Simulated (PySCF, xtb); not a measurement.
Al(CF3)(Cl)2 (CAlCl₂F₃), SMILES F[C](F)(F)[Al]([Cl])[Cl].

Harmonic wavenumbers (cm⁻¹) from GFN2-xTB (xtb) at its own minimum, in rising order: 3, 34, 57, 101, 168, 231, 285, 448, 452, 484, 628, 703, 974, 987, 1087.

Task: What does PBE-D3(BJ)/def2-SVP run with PySCF 2.14.0 give at its own minimum? (Estimate from the structure and the level; the computed values follow.)

Result: 2, 80, 97, 126, 215, 241, 295, 496, 498, 524, 623, 713, 1061, 1091, 1156. Paired by order, the mean absolute difference is 39 cm⁻¹ and the zero-point energies are 9.5 and 10.3 kcal/mol.
